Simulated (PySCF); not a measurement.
# Si⁻ (silicon, charge -1) across methods

[Ne] 3s2 3p3, high-spin 4S determinant. Computed with PySCF 2.14 in aug-cc-pVDZ-DK, with scalar relativity by spin-free X2C-1e. The B2PLYP total includes its PT2 part (frozen core); its orbital energies are those of the SCF part.

| method | E (hartree) | mean ε 3s α (eV) | mean ε 3s β (eV) | mean ε 3p α (eV) | Σ⟨r²⟩ (bohr²) | ⟨S²⟩ |
| --- | --- | --- | --- | --- | --- | --- |
| B2PLYP | -289.9012 | -8.167 | -4.836 | -0.210 | 55.96 | 3.750 |
| PBE | -289.8847 | -5.056 | -3.173 | 1.167 | 57.41 | 3.750 |
| PBE0 | -289.9094 | -6.628 | -4.022 | 0.392 | 55.60 | 3.750 |
| BHandHLYP | -290.0250 | -8.039 | -5.035 | -0.145 | 55.58 | 3.750 |
| LDA | -288.8592 | -5.164 | -3.438 | 1.097 | 58.47 | 3.751 |
| MN15 | -289.9962 | -6.809 | -4.697 | 0.055 | 58.76 | 3.750 |
| wB97X-V | -289.9695 | -9.322 | -6.368 | -1.387 | 54.77 | 3.750 |
| r2SCAN | -290.0026 | -5.565 | -3.047 | 0.967 | 55.70 | 3.750 |
| UHF | -289.48445 | -10.961 | -5.635 | -1.676 | 54.84 | 3.751 |

The outer electron is barely bound at this level, so radii and moments hang on the diffuse functions.

The highest occupied level is positive at PBE, PBE0, LDA, MN15, r2SCAN: only the finite basis holds that electron, which in a density functional comes from self-interaction.
